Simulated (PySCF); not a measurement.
Compound: C5H8OSi.
Geometry (PBE0-D3(BJ)/def2-SVP, Å), atoms numbered from 1 in this order:
```
atom  x, y, z in Å
C1     3.3763   -0.9641   -0.0688
C2     2.1659   -0.9785   -0.1971
Si3    0.3382   -1.0105   -0.3630
C4    -0.5468   -0.2377    1.1122
C5    -1.5611    0.6703    0.3989
C6    -0.9079    1.1744   -0.8902
O7    -0.2090    0.1019   -1.4946
H8     4.4464   -0.9479    0.0417
H9    -0.0644   -2.3865   -0.7596
H10    0.1833    0.3543    1.6894
H11   -1.0181   -0.9481    1.8062
H12   -2.4594    0.0862    0.1363
H13   -1.8949    1.5102    1.0294
H14   -0.2073    2.0029   -0.6689
H15   -1.6546    1.5562   -1.6046
```

Method: PySCF 2.14.0, density-fitted response routines, TDDFT wB97X-D/def2-SVPD, vertical, gas phase, core orbitals frozen in the response.

Frontier orbitals with the atoms that hold most of them (Löwdin shares over 4%, at most four atoms; ? is withheld):

```json
{"orbital": "HOMO-3", "ε (eV)": "-10.83", "atoms": "O7 32%, C2 13%, C4 12%, C1 11%"}
{"orbital": "HOMO-2", "ε (eV)": "-10.33", "atoms": "C2 30%, C1 28%, O7 16%, Si3 8%"}
{"orbital": "HOMO-1", "ε (eV)": "-10.10", "atoms": "?"}
{"orbital": "HOMO", "ε (eV)": "-9.72", "atoms": "O7 30%, C1 14%, C2 14%, C6 8%"}
{"orbital": "LUMO", "ε (eV)": "1.36", "atoms": "?"}
{"orbital": "LUMO+1", "ε (eV)": "1.77", "atoms": "C1 27%, C2 25%, Si3 18%, H9 6%"}
{"orbital": "LUMO+2", "ε (eV)": "2.34", "atoms": "C1 23%, Si3 18%, C2 13%, C5 6%"}
```

(1) Which atoms hold the LUMO, and with what shares?

(2) Which atoms hold the HOMO-1, and with what shares?

(3) How does S1 compare with the orbital gap of 11.08 eV?

Answers

(1) C1 (bonded to C and H) 26%; C2 (bonded to C and Si) 26%; Si3 (bonded to 2 C, O and H) 22%; O7 (bonded to C and Si) 6%. By element: carbon 52% or more, silicon 22%, oxygen 6%.

(2) C2 (bonded to C and Si) 28%; C1 (bonded to C and H) 28%; O7 (bonded to C and Si) 17%; C4 (bonded to C, Si and 2 H) 6%. By element: carbon 62% or more, oxygen 17%.

(3) S1 is at 5.86 eV (f = 0.0018), 5.22 eV below the gap, made of HOMO-1→LUMO (48%), HOMO→LUMO (29%). Its leading pair isn't HOMO and LUMO; the energies of that pair differ by 11.46 eV. 

Next come S2 at 6.21 eV (f 0.0026), HOMO-2→LUMO (29%), HOMO-1→LUMO+1 (21%), HOMO→LUMO (13%); S3 at 6.32 eV (f 0.0026), HOMO-2→LUMO+1 (44%), HOMO→LUMO+1 (20%); S4 at 6.98 eV (f 0.017), HOMO→LUMO (41%), HOMO-1→LUMO (22%), HOMO-2→LUMO (22%); S5 at 7.58 eV (f 0.035), HOMO→LUMO+1 (52%), HOMO-2→LUMO+1 (24%), HOMO-1→LUMO+1 (11%).

One conformer stands for the species.
